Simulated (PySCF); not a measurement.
Geometry:
| atom | x (Å) | y (Å) | z (Å) |
| --- | --- | --- | --- |
| C1 | -5.231 | 1.540 | 0.798 |
| C2 | -4.153 | 0.493 | 0.566 |
| C3 | -2.745 | 1.076 | 0.551 |
| C4 | -1.678 | 0.019 | 0.322 |
| S5 | -0.012 | 0.783 | 0.326 |
| Si6 | 1.248 | -0.935 | -0.002 |
| C7 | 1.083 | -2.198 | 1.384 |
| C8 | 0.894 | -1.756 | -1.658 |
| Si9 | 3.404 | -0.034 | -0.017 |
| C10 | 3.684 | 1.166 | -1.426 |
| C11 | 3.905 | 0.712 | 1.626 |
| Cl12 | 4.608 | -1.732 | -0.355 |
| H13 | -5.088 | 2.053 | 1.763 |
| H14 | -6.236 | 1.091 | 0.805 |
| H15 | -5.214 | 2.311 | 0.011 |
| H16 | -4.215 | -0.284 | 1.348 |
| H17 | -4.341 | -0.027 | -0.390 |
| H18 | -2.667 | 1.845 | -0.237 |
| H19 | -2.544 | 1.594 | 1.504 |
| H20 | -1.724 | -0.748 | 1.112 |
| H21 | -1.841 | -0.484 | -0.644 |
| H22 | 1.860 | -2.970 | 1.264 |
| H23 | 1.213 | -1.723 | 2.368 |
| H24 | 0.101 | -2.695 | 1.363 |
| H25 | -0.088 | -2.256 | -1.662 |
| H26 | 1.666 | -2.516 | -1.859 |
| H27 | 0.911 | -1.017 | -2.474 |
| H28 | 3.008 | 2.028 | -1.313 |
| H29 | 3.474 | 0.691 | -2.396 |
| H30 | 4.723 | 1.531 | -1.434 |
| H31 | 3.818 | -0.028 | 2.436 |
| H32 | 3.242 | 1.560 | 1.862 |
| H33 | 4.944 | 1.073 | 1.595 |

Geometry: PBE0-D3(BJ)/def2-SVP; GIAO shifts from PySCF 2.14, gas phase, non-relativistic, averaged over equivalent atoms.

At PBE0/pcSseg-1 (337 basis functions):
```
                  atoms  δ (ppm)
                     C3     37.2
                     C4     31.4
                     C2     26.8
                     C1     16.3
                C10/C11      2.5
                  C7/C8     -2.5
                     S5   -144.9
                    Si9     32.8
                    Si6     -1.5
                   Cl12    -18.9
                H20/H21     2.17
                H18/H19     1.34
                H16/H17     1.16
            H13/H14/H15     1.03
H28/H29/H30/H31/H32/H33     0.46
H22/H23/H24/H25/H26/H27     0.39
```

Shifts are taken against calculated references (same method and geometry level): ¹³C (σref 184.41), ²⁹Si (σref 351.99), ¹H (σref 31.27) vs TMS; CS2 for ³³S (σref 495.66); ³⁵Cl (σref 943.27) against HCl.

Question: Predict the values at WP04/pcSseg-1 on the same geometry.

Answer: 
```tsv
atoms	δ at WP04/pcSseg-1	change
C3	37.5	+0.3
C4	34.8	+3.4
C2	28.7	+1.9
C1	17.8	+1.5
C10/C11	3.0	+0.5
C7/C8	-1.1	+1.4
S5	-120.9	+24.0
Si9	35.9	+3.1
Si6	6.7	+8.2
Cl12	-51.9	-33.0
H20/H21	2.09	-0.08
H18/H19	1.29	-0.05
H16/H17	1.10	-0.06
H13/H14/H15	0.99	-0.04
H28/H29/H30/H31/H32/H33	0.44	-0.02
H22/H23/H24/H25/H26/H27	0.39	+0.00
```

References, each an isolated molecule treated in the same way: TMS for ¹³C (σ = 172.44 ppm), ²⁹Si (σ = 338.69 ppm), ¹H (σ = 31.56 ppm); CS2 for ³³S (σ = 462.27 ppm); ³⁵Cl (σ = 900.97 ppm) vs HCl.

The largest change is at Cl12 (chlorine bonded to Si). Cost: 337 basis functions. The order of the carbon signals is the same at both levels.
